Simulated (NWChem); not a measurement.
CH4GeO; SMILES [GeH3][CH]=O

All runs: NWChem. Coordinates come from a PBE-D3(BJ)/def2-SVP optimisation. B3LYP is NWChem's, with the RPA form of VWN correlation. Vertical excitations in the gas phase.

### Question
Estimate the computed values for B3LYP/aug-cc-pVDZ, full TDDFT. Quantities: lowest excitation, singlet (eV); oscillator strength of that lowest state; lowest state with f > 0.02, singlet (eV); oscillator strength of that bright state; orbital gap (eV).

### Answer
```
Property                                  Result
----------------------------------------  ------
lowest excitation, singlet (eV)             3.30
oscillator strength of that lowest state   0.001
lowest state with f > 0.02, singlet (eV)    5.69
oscillator strength of that bright state   0.021
orbital gap (eV)                            5.02
```
